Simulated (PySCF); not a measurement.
PBE0-D3(BJ)/def2-SVP geometry optimisation, IEF-PCM water with PySCF 2.14 and geomeTRIC: [Cr(NH3)6]2+, charge 2, multiplicity 5. Start (model start, shaken):

```
25

Cr    0.0000    0.0045   -0.0041
N    -0.0134   -0.0068    2.4827
H     0.9433    0.0201    2.8805
H    -0.4805    0.8235    2.8933
H    -0.4696   -0.8301    2.8875
N     0.0104   -0.0202   -2.5045
H    -0.9709   -0.0193   -2.9156
H     0.4677    0.7971   -2.8839
H     0.4735   -0.8189   -2.9257
N     2.1550   -0.0007    0.0017
H     2.5305    0.9352   -0.0147
H     2.5413   -0.4553    0.8040
H     2.5530   -0.4579   -0.8249
N    -2.1648    0.0017    0.0010
H    -2.5718   -0.9412    0.0204
H    -2.5766    0.4841    0.8179
H    -2.5631    0.5012   -0.8047
N    -0.0180    2.1642    0.0086
H    -0.0028    2.5637    0.9414
H     0.8261    2.5750   -0.4813
H    -0.8131    2.5465   -0.4693
N    -0.0178   -2.1718   -0.0029
H     0.0135   -2.5363   -0.9622
H     0.8042   -2.5437    0.4413
H    -0.8230   -2.5549    0.4900
```

| step | E − E(start) / kcal mol⁻¹ | largest force / Eh bohr⁻¹ |
| --- | --- | --- |
| 0 | 0.00 | 0.03762 |
| 1 | -3.18 | 0.00453 |
| 2 | -3.33 | 0.00247 |
| 3 | -3.38 | 0.00083 |
| 4 | -3.38 | 0.00056 |
| 5 | -3.39 | 0.00048 |
| 6 | -3.40 | 0.00033 |

The optimisation met its thresholds. End point:

```
25

Cr   -0.0074    0.0036   -0.0027
N    -0.0304   -0.0037    2.4694
H     0.9048    0.0041    2.8788
H    -0.5119    0.7986    2.8778
H    -0.4920   -0.8261    2.8600
N     0.0155    0.0009   -2.4782
H    -0.9197    0.0029   -2.8876
H     0.4822    0.8232   -2.8631
H     0.4918   -0.8014   -2.8928
N     2.1498   -0.0205   -0.0061
H     2.5846    0.9037   -0.0112
H     2.5336   -0.5031    0.8085
H     2.5241   -0.5080   -0.8223
N    -2.1650    0.0308   -0.0014
H    -2.5941   -0.8960    0.0015
H    -2.5419    0.5141    0.8160
H    -2.5505    0.5132   -0.8152
N    -0.0218    2.1595   -0.0409
H    -0.0118    2.5634    0.8975
H     0.7766    2.5675   -0.5300
H    -0.8508    2.5409   -0.4999
N     0.0128   -2.1530    0.0281
H    -0.0052   -2.5548   -0.9111
H     0.8431   -2.5400    0.4802
H    -0.7836   -2.5601    0.5216
```

Metal–donor distances, start → end: N2 2.487 → 2.472 Å, N6 2.500 → 2.476 Å, N10 2.155 → 2.157 Å, N14 2.165 → 2.158 Å, N18 2.160 → 2.156 Å, N22 2.176 → 2.157 Å.

No frequencies were computed, so the end point may be a saddle point.

The job took 8.7 min on one thread of Arm Neoverse V2 (shared host), with 205 basis functions and a peak of 2.4 GiB, launched as `OMP_NUM_THREADS=1 python lf_run.py task.json out`.
